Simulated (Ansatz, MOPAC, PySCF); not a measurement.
Molecule: C₂H₄BF₂ (charge 0, doublet). SMILES: C[CH]B(F)F
Coordinates optimised at B3LYP-D3(BJ)/def2-TZVP (Ansatz, an electronic-structure program):
```xyz
9

C     -2.0548     0.2135    -0.0092
C     -0.8007    -0.3807    -0.5344
B      0.5948    -0.0695    -0.0062
F      0.7901     0.7866     0.9976
F      1.6851    -0.6366    -0.5205
H     -1.8748     0.9093     0.8092
H     -2.7403    -0.5668     0.3442
H     -2.5990     0.7434    -0.8008
H     -0.9035    -1.0857    -1.3537
```
Charge 0, spin multiplicity 2.

Unscaled harmonic wavenumbers (cm⁻¹) in rising order, each level at the stationary point that it reaches from this structure (no distance between atoms moves by over 0.3 Å); the order of modes can differ between levels, and a negative number is imaginary. B3LYP-D3(BJ)/def2-TZVP (PySCF, at the structure above): 114, 130, 191, 416, 516, 537, 700, 763, 970, 993, 1126, 1254, 1364, 1396, 1444, 1472, 1497, 2990, 3018, 3110, 3151.

AM1 (MOPAC): 47, 81, 217, 444, 501, 523, 685, 940, 970, 1058, 1226, 1355, 1373, 1387, 1490, 1906, 2025, 3017, 3042, 3130, 3217. Zero-point energy 40.9 against 38.8 kcal/mol; where all levels lie over 400 cm⁻¹, the wavenumbers are on average 1.065 times those of B3LYP-D3(BJ)/def2-TZVP.

PM3 (MOPAC): 42, 61, 226, 427, 502, 503, 697, 816, 872, 1004, 1159, 1261, 1360, 1373, 1441, 1530, 1563, 3037, 3065, 3081, 3151. Zero-point energy 38.8 against 38.8 kcal/mol; where all levels lie over 400 cm⁻¹, the wavenumbers are on average 1.002 times those of B3LYP-D3(BJ)/def2-TZVP.

B3LYP/6-31G* (Ansatz): 118, 127, 188, 417, 519, 534, 686, 767, 982, 998, 1131, 1264, 1400, 1430, 1463, 1506, 1523, 3006, 3040, 3131, 3165. Zero-point energy 39.2 against 38.8 kcal/mol; where all levels lie over 400 cm⁻¹, the wavenumbers are on average 1.008 times those of B3LYP-D3(BJ)/def2-TZVP.
